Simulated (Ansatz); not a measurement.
C2H8OSSi (`OCSC[SiH3]`), relaxed with RKS PBE-D4/def2-SVP in Ansatz 0.2.0 from a rough embedded geometry. The force threshold is 0.03 eV/Å; the program also tests the step.

Charge 0, multiplicity 1.

Start:

```xyz
13

O     0.005    0.383   -2.360
C     0.456    1.140   -1.336
S     1.436    0.136   -0.228
C     0.248   -1.036    0.462
Si   -0.785   -0.295    1.806
H     0.728   -0.225   -2.659
H    -0.359    1.609   -0.796
H     1.101    1.913   -1.726
H    -0.400   -1.370   -0.445
H     0.755   -1.918    0.745
H    -1.476    0.929    1.341
H    -1.765   -1.281    2.274
H     0.056    0.015    2.922
```

| step | energy (eV) | largest force (eV/Å) | largest move (Å) |
| --- | --- | --- | --- |
| 1 | -22940.7594 | 3.345 | 0.000 |
| 2 | -22941.1692 | 0.742 | 0.109 |
| 3 | -22941.2251 | 0.161 | 0.086 |
| 4 | -22941.2308 | 0.086 | 0.024 |
| 5 | -22941.2322 | 0.037 | 0.019 |
| 6 (rejected) | -22941.2317 | 0.091 | 0.034 |
| 7 | -22941.2327 | 0.007 | 0.017 |
| 8 | -22941.2330 | 0.012 | 0.032 |

End:

```xyz
13

O    -0.041    0.287   -2.395
C     0.464    1.090   -1.366
S     1.505    0.190   -0.143
C     0.247   -1.022    0.433
Si   -0.798   -0.307    1.851
H     0.725   -0.135   -2.832
H    -0.411    1.538   -0.851
H     1.126    1.917   -1.716
H    -0.363   -1.311   -0.448
H     0.795   -1.928    0.764
H    -1.446    0.976    1.406
H    -1.887   -1.268    2.262
H     0.084   -0.027    3.035
```

Run time 8 s (4 threads of a server CPU on a shared host); peak host memory 0.19 GiB.
